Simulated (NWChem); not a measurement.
# C$_{3}$H$_{3}$F$_{3}$; SMILES [C@H]1(F)CC1(F)F

```xyz
9

F     -0.3740    -1.8409     0.3784
C      0.4914    -0.8099     0.3264
C      0.7896    -0.1977    -1.0315
C     -0.0271     0.5303    -0.0293
F     -1.3320     0.6836    -0.2455
F      0.4827     1.6048     0.5807
H      1.3016    -0.8791     1.0609
H      1.8086     0.1381    -1.2387
H      0.2354    -0.6241    -1.8724
```
Atoms are numbered in this order, from 1.

Level: PBE0/def2-SVP (NWChem), optimised geometry, unscaled harmonic frequencies. 

| frequency (cm⁻¹) | IR intensity (km/mol) |
|---|---|
| 189 | 3.0 |
| 252 | 3.2 |
| 393 | 1.7 |
| 455 | 2.7 |
| 495 | 11.6 |
| 624 | 7.5 |
| 760 | 24.6 |
| 854 | 15.7 |
| 898 | 8.0 |
| 1019 | 11.4 |
| 1028 | 43.1 |
| 1086 | 49.9 |
| 1133 | 16.7 |
| 1223 | 59.4 |
| 1314 | 188.7 |
| 1363 | 90.1 |
| 1384 | 18.7 |
| 1564 | 122.5 |
| 3161 | 1.7 |
| 3190 | 6.1 |
| 3274 | 1.9 |

```json
{
 "zero_point_energy": "36.7 kcal/mol",
 "thermal correction to the enthalpy at 298.15 K (with zero-point energy)": "40.5 kcal/mol",
 "heat capacity Cv": "18.3 cal/(mol K)",
 "entropy at 298.15 K and 1 atm (symmetry number 1)": "73.6 cal/(mol K)",
 "dipole_moment": "2.04 D"
}
```

Rigid rotor and harmonic oscillator.
